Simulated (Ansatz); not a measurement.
Bond stretch in CH (cation, charge +1), singlet.

RHF/aug-cc-pVQZ (Ansatz, an electronic-structure program); RMP2 = Ansatz with MP2 on RHF/aug-cc-pVQZ, frozen core; UHF/aug-cc-pVQZ (Ansatz); UMP2 = MP2 on UHF/aug-cc-pVQZ, frozen core (Ansatz); RKS-PBE = restricted PBE/aug-cc-pVQZ (Ansatz); UKS-PBE = unrestricted PBE/aug-cc-pVQZ (Ansatz); RKS-BLYP = restricted BLYP/aug-cc-pVQZ run with Ansatz; UKS-BLYP = unrestricted BLYP/aug-cc-pVQZ (Ansatz); FCI = full CI/aug-cc-pVQZ, frozen core (Ansatz).

All curves are set to zero at 1.14 Å and compared with full CI in the same basis at 1.14, 1.16, 1.21, 1.26, 1.35, 1.44, 1.54, 1.71, 1.88, 2.08, 2.31, 2.52, 2.81, 3.07, 3.45, 3.98 Å.

### Question
Which method stays most parallel to full CI over these points, and which least?

### Answer
RKS-BLYP has the smallest spread and RHF the largest. In order (kJ/mol): RKS-BLYP 53.34, RKS-PBE 64.42, UKS-PBE 91.22, UMP2 91.43, UKS-BLYP 93.11, UHF 127.24, RMP2 130.25, RHF 285.18.

Errors against full CI at some of the points (kJ/mol):

```json
[
 {"method": "RKS-BLYP", "1.44 Å": "-13.2", "1.71 Å": "-20.4", "2.31 Å": "-13.8", "2.81 Å": "4.9", "3.98 Å": "31.9"},
 {"method": "RKS-PBE", "1.44 Å": "-15.1", "1.71 Å": "-21.3", "2.31 Å": "-9.7", "2.81 Å": "12.5", "3.98 Å": "43.1"},
 {"method": "UKS-PBE", "1.44 Å": "-14.4", "1.71 Å": "-24.1", "2.31 Å": "-44.9", "2.81 Å": "-74.8", "3.98 Å": "-91.2"},
 {"method": "UMP2", "1.44 Å": "10.7", "1.71 Å": "44.5", "2.31 Å": "12.2", "2.81 Å": "-19.8", "3.98 Å": "-31.6"},
 {"method": "UKS-BLYP", "1.44 Å": "-12.9", "1.71 Å": "-23.2", "2.31 Å": "-47.0", "2.81 Å": "-75.6", "3.98 Å": "-93.1"},
 {"method": "UHF", "1.44 Å": "22.3", "1.71 Å": "42.1", "2.31 Å": "-33.3", "2.81 Å": "-69.9", "3.98 Å": "-85.1"},
 {"method": "RMP2", "1.44 Å": "9.1", "1.71 Å": "22.0", "2.31 Å": "61.9", "2.81 Å": "97.3", "3.98 Å": "130.2"},
 {"method": "RHF", "1.44 Å": "21.1", "1.71 Å": "48.3", "2.31 Å": "124.1", "2.81 Å": "188.2", "3.98 Å": "285.2"}
]
```

The scan ran from 0.85 to 4.54 Å; beyond the distances shown full CI changes its symmetry label. The restricted form behind RHF, RMP2, RKS-PBE, RKS-BLYP keeps the bonding electrons paired and can't separate into open-shell fragments. The T1 diagnostic of CCSD on the restricted reference of RMP2 exceeds 0.045 at 2.31 to 3.98 Å. The unrestricted determinant behind UHF, UMP2 is spin-contaminated at 0.85 to 3.98 Å (<S²> up to 1.1, against 0.00 for a pure singlet). The unrestricted determinant behind UKS-PBE, UKS-BLYP is spin-contaminated at 0.85 to 3.98 Å (<S²> up to 1.0, against 0.00 for a pure singlet).
